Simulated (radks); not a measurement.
Values are calculated unless marked as measured or tabulated.
Q: The rhenium ion Re+, 74 electrons, occupied as [Xe] 4f14 5d5 6s1. Code: a radial shooting solver on a logarithmic mesh with Libxc functionals. Model: Dirac Kohn-Sham, PBE, spin-unpolarised, spherical densities, point nucleus; open shells fill j = l - 1/2 first. Some entries of the table are withheld. Estimate them.

| orbital | occ. | eigenvalue (eV) | <1/r> (bohr^-1) | <r^2> (bohr^2) |
|---|---|---|---|---|
| 1s1/2 | 2 | -71570.49 | 88.81 | 0.0004477 |
| 2s1/2 | 2 | -12405.86 | 21.65 | 0.006816 |
| 2p1/2 | 2 | -11869.32 | 21.60 | 0.004859 |
| 2p3/2 | 4 | -10429.46 | 18.04 | 0.006057 |
| 3s1/2 | 2 | -2877.537 | 7.946 | 0.04446 |
| 3p1/2 | 2 | (1) | 7.858 | 0.04075 |
| 3p3/2 | 4 | (2) | 6.936 | 0.04731 |
| 3d3/2 | 4 | -1924.842 | (3) | 0.03659 |
| 3d5/2 | 6 | -1856.980 | (4) | 0.03839 |
| 4s1/2 | 2 | -606.2320 | (5) | 0.2192 |
| 4p1/2 | 2 | -506.5203 | 3.232 | 0.2256 |
| 4p3/2 | 4 | -433.5739 | 2.911 | 0.2604 |
| 4d3/2 | 4 | -270.0681 | 2.699 | 0.2822 |
| 4d5/2 | 6 | -256.5924 | 2.622 | 0.2952 |
| 5s1/2 | 2 | -92.3872 | 1.305 | 1.210 |
| 5p1/2 | 2 | -62.3200 | 1.174 | 1.469 |
| 5p3/2 | 4 | -51.3828 | 1.060 | 1.747 |
| 4f5/2 | 6 | -50.8548 | 2.180 | 0.4132 |
| 4f7/2 | 8 | -48.3440 | 2.148 | 0.4266 |
| 5d3/2 | 4 | -13.2567 | 0.7205 | (6) |
| 6s1/2 | 1 | -12.5805 | 0.4410 | (7) |
| 5d5/2 | 1 | -12.3406 | 0.6925 | (8) |

A: 
(1) 3p1/2 eigenvalue (eV): -2638.414
(2) 3p3/2 eigenvalue (eV): -2325.721
(3) 3d3/2 <1/r> (bohr^-1): 6.830
(4) 3d5/2 <1/r> (bohr^-1): 6.614
(5) 4s1/2 <1/r> (bohr^-1): 3.343
(6) 5d3/2 <r^2> (bohr^2): 3.959
(7) 6s1/2 <r^2> (bohr^2): 9.350
(8) 5d5/2 <r^2> (bohr^2): 4.282
